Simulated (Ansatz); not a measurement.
C2H5NSi can be A, `N#CC[SiH3]`, or B, `NC1=C[SiH2]1`.

Computed with Ansatz on PBE0-D4/def2-TZVP structures; ΔE is electronic, products minus reactants. CCSD(T)/CBS is the MP2 limit (def2-TZVPP, def2-QZVPP) plus CCSD(T) − MP2 in def2-TZVPP, frozen cores. Functionals use def2-TZVPP. B3LYP here is the variant with VWN-RPA as its local correlation; programs differ in this. Each species was taken in one conformer, which may not be the lowest.

A:

```xyz
9

N    -1.7310    1.9967    0.6209
C    -0.9971    1.3337    0.0329
C    -0.0714    0.4717   -0.6631
Si    0.5232   -0.9579    0.4393
H     0.7935    1.0538   -0.9939
H    -0.5529    0.0610   -1.5551
H     1.4642   -1.7808   -0.3617
H     1.2143   -0.4043    1.6275
H    -0.6426   -1.7739    0.8531
```

B:

Z-matrix (Å, degrees):
```
Si
C 1 1.811
C 1 1.791 2 43.8
H 1 1.487 2 121.3 3 106.8
H 1 1.487 2 121.6 3 -106.7
N 2 1.348 1 153.9 3 175.9
H 3 1.082 1 154.5 2 -179.1
H 6 1.007 2 119.6 1 171.8
H 6 1.003 2 119.1 1 17.6
```

Problem. Which isomer does CCSD(T)/CBS put lower? Give the gap. (Best estimate.)

Solution. Computed: A, by 134.0 kJ/mol.

Problem. Give E(B) − E(A) in kJ/mol with CCSD(T)/def2-TZVPP, PBE0-D4, BLYP-D4, B3LYP-D4, PBE-D4, r2SCAN-D4, B3LYP. (Estimate.)

Solution. Computed: CCSD(T)/def2-TZVPP 145.4, PBE0-D4 102.8, BLYP-D4 131.8, B3LYP-D4 128.7, PBE-D4 101.7, r2SCAN-D4 110.3, B3LYP 130.1. None reverses the order clearly.

Problem. Does the order hold for the free energy at 298.15 K (harmonic terms from PBE0-D4)? (An estimate is asked.)

Solution. Computed: Yes: G(B) − G(A) = +146.1 kJ/mol, for one conformer each.

Largest T1 diagnostic: 0.013.

In def2-TZVPP, CCSD(T) changes the Hartree–Fock value by −22.9 kJ/mol (the triples alone add −3.4 kJ/mol) and MP2 by −25.3 kJ/mol. Leaving LDA and LC-ωPBE aside and taking each functional with its dispersion term where it has one, the values, not all of them listed here, spread over 37.4 kJ/mol, from PBE-D4 to B2PLYP. LDA lies −36.3 kJ/mol from PBE without D4.
